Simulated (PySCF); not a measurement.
Input of a run (PBE0-D3(BJ)/def2-SVP geometry optimisation, gas phase (PySCF 2.14.0)), started from GFN2-xTB:
```
{"job": {"xc": "PBE0", "basis": "def2-SVP", "d3": "d3bj", "grid": 1, "maxiter": 30, "shake": 0.01, "kind": "geom"}, "charge": 0, "multiplicity": 1}
P      1.502390     0.698150     0.624880
B      0.483410    -0.816000    -0.098550
As    -1.410280    -0.038760     0.486820
H      2.806000     0.256110     0.474780
H      1.545790     1.461090    -0.562080
H      0.460730    -0.944930    -1.273900
H      0.624370    -1.805320     0.544290
H     -2.805860    -0.445740     0.327150
H     -1.645010     1.377200     0.132530
H     -1.511110     0.237280     1.951780
```

Output (energies in Eh, forces in Eh/bohr):
```
step   0  E = -2605.40296117  max force = 0.019110
step   1  E = -2605.41059814  max force = 0.011964
step   2  E = -2605.41155532  max force = 0.001868
step   3  E = -2605.41198349  max force = 0.003850
step   4  E = -2605.41217556  max force = 0.003001
step   5  E = -2605.41223778  max force = 0.000940
step   6  E = -2605.41225003  max force = 0.000186
optimisation converged
```

Q: Summarise the run.

A: The energy falls by 24.4 kJ/mol over 7 energy and gradient evaluations, the largest force component goes from 0.0191 to 1.9e-04 Eh/bohr, and the atoms move by 0.245 Å rms after alignment. The bond that changes most is B2–As3 (ends: four-coordinate boron; arsenic bonded to B and 3 H), which shortens by 0.072 Å. Bonds longer at the end by more than 0.005 Å: 8 of 9; shorter: 1. Among the angles that change most is B2–As3–H8, from 135.8° to 118.8°. Among the dihedrals that turn most is H7–B2–As3–H9, from 163° to 173°. The energy never rose by more than 1e-6 Eh on the way. The first step brought 82 % of the lowering.

Q: What are the final bond lengths?

A: P1–B2 1.977 Å, B2–As3 2.057 Å, P1–H4 1.427 Å, P1–H5 1.429 Å, B2–H6 1.217 Å, B2–H7 1.220 Å, As3–H8 1.510 Å, As3–H9 1.510 Å, As3–H10 1.507 Å. Numbering counts from 1 in the input's order; the species is `P[BH2-][AsH3+]`.

The run used 99 basis functions and 42 SCF cycles in all.

Stationary, but not proved a minimum. The numbers are those of one conformer.
